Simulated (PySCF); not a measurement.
## XPS shifts beside NMR shieldings

C₄H₁₁B₂NO₂.
Cartesian coordinates in Å at the PBE0-D3(BJ)/def2-SVP level; atoms count from 1:
```
atom  x, y, z in Å
B1     3.5371    0.3909   -1.0994
N2     2.3718    0.1486   -0.1321
C3     1.4680   -0.0047    0.5654
C4     0.2891   -0.1834    1.3754
B5    -1.0474   -0.3802    0.5023
O6    -1.4159    0.4304   -0.5108
C7    -0.7007    1.5438   -0.9883
O8    -1.8304   -1.4149    0.8674
C9    -3.0445   -1.7033    0.2104
H10    4.5609    0.0780   -0.5077
H11    3.3166   -0.3166   -2.0747
H12    3.4935    1.5869   -1.3662
H13    0.1757    0.7007    2.0275
H14    0.4184   -1.0595    2.0287
H15   -0.2142    2.1091   -0.1762
H16   -1.4077    2.2137   -1.4966
H17    0.0716    1.2356   -1.7102
H18   -3.7201   -2.1831    0.9321
H19   -2.8682   -2.4014   -0.6230
H20   -3.5168   -0.7938   -0.1893
```

Binding energies: delta-SCF UKS SCAN, pcX-2 on the ionised atom, pcseg-1 elsewhere, spin-free X2C (PySCF 2.14.0). Shieldings: GIAO PBE0/pcSseg-1, non-relativistic, same geometry.

| atom | C 1s (eV) |
| --- | --- |
| C3 | 292.67 |
| C4 | 292.19 |
| C7 | 293.03 |

Question: What are the absolute isotropic shieldings of these atoms?

Answer: 
```csv
atom,environment,C 1s (eV),isotropic shielding (ppm)
C4,sp3 carbon bound to boron,292.19,181.7
C3,triply bonded carbon,292.67,68.5
C7,methoxy carbon,293.03,129.1
```

Question: Among the listed atoms, is the one with the highest binding energy also the least shielded?

Answer: No. The highest binding energy is at C7 (293.03 eV, shielding 129.1 ppm), the lowest shielding at C3 (68.5 ppm, 292.67 eV).

By binding energy: C4 < C3 < C7. By shielding: C3 < C7 < C4.

Of atoms equivalent by bonding only the ionised one is listed; its partners' own values can differ in this conformer. Isolated species at its PBE0-D3(BJ)/def2-SVP geometry (one conformer only).
